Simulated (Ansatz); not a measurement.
```xyz
8

Si   -0.070    0.689    1.197
O    -0.531   -0.541    0.217
Ga   -0.152   -1.115   -1.412
Br    1.391    0.138   -2.534
H     1.394    0.643    1.459
H    -0.401    2.007    0.590
H    -0.800    0.549    2.483
H    -0.830   -2.370   -2.000
```

The species carries charge 0 and has multiplicity 1.

Q: List the r2SCAN/def2-TZVPP orbital energies in eV (the Gaussian-basis code of Ansatz). (An estimate is asked.)

A: Ansatz gave: Occupied: -13122.01, -10123.36, -1791.37, -1695.23, -1525.98, -1525.94, -1525.93, -1245.49, -1101.94, -1101.84, -1101.80, -515.88, -234.88, -175.08, -174.93, -174.90, -149.17, -141.74, -102.13, -101.88, -101.78, -96.63, -96.58, -96.58, -68.93, -68.89, -68.86, -68.75, -68.75, -25.83, -21.83, -21.62, -21.55, -21.54, -21.35, -19.77, -13.96, -11.97, -10.14, -9.94, -9.70, -8.79, -8.00, -7.78, -7.68, -7.59. Lowest empty: -1.98, -1.49, 0.03, 1.04, 1.54, 1.55, 1.96, 3.27.
